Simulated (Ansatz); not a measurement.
C2H6AlFSi can be A, `F/[C]([AlH2])=C\[SiH3]`, or B, `C=[CH][Al]([F])[SiH3]`.

Computed with Ansatz on PBE0-D4/def2-TZVP structures; ΔE is electronic, products minus reactants. CBS: MP2 limit from def2 TZ/QZ plus the TZ coupled-cluster correction, frozen cores. Functionals use def2-TZVPP. B3LYP here is the variant with VWN-RPA as its local correlation; programs differ in this. Each species was taken in one conformer, which may not be the lowest.

A:

Z-matrix (Å, degrees):
```
Si
C 1 1.870
H 1 1.485 2 110.7
H 1 1.485 2 110.7 3 -120.9
H 1 1.486 2 108.5 3 119.6
C 2 1.334 1 124.0 3 60.1
H 2 1.087 1 120.2 3 -119.9
Al 6 1.962 2 124.6 1 180.0
F 6 1.363 2 117.1 1 0.0
H 8 1.581 6 121.1 2 180.0
H 8 1.583 6 115.2 2 -0.0
```

B:

```xyz
11

C    -1.5847    0.8638    0.9338
C    -0.7560    0.0541    1.5985
Al    0.7256   -0.7251    0.6373
F     1.7691   -1.7311    1.4352
Si    1.1205   -0.2763   -1.7391
H    -1.4455    1.0908   -0.1226
H    -2.4439    1.3453    1.3971
H    -0.9648   -0.1218    2.6527
H    -0.0528   -0.6975   -2.5578
H     1.3119    1.1837   -1.9761
H     2.3204   -0.9859   -2.2591
```

(1) Which is lower in electronic energy at CCSD(T)/CBS, and by how much? (Best estimate.)

(2) Give E(B) − E(A) in kcal/mol with B3LYP-D4, B3LYP, CCSD(T)/def2-TZVPP, CCSD/def2-TZVPP, r2SCAN-D4, PBE-D4, ωB97M-V. (An estimate is asked.)

Largest T1 diagnostic: 0.013.

Results:

(1) Computed: B, by 65.5 kcal/mol.

(2) Computed: B3LYP-D4 -62.2, B3LYP -62.8, CCSD(T)/def2-TZVPP -64.6, CCSD/def2-TZVPP -65.0, r2SCAN-D4 -62.9, PBE-D4 -61.9, ωB97M-V -61.1. None reverses the order clearly.

From PBE to PBE0 (25 % exact exchange), in def2-TZVPP and without D4, E(B) − E(A) moves by −1.3 kcal/mol. In def2-TZVPP, CCSD(T) changes the Hartree–Fock value by −1.6 kcal/mol (the triples alone add +0.4 kcal/mol) and MP2 by −2.3 kcal/mol.
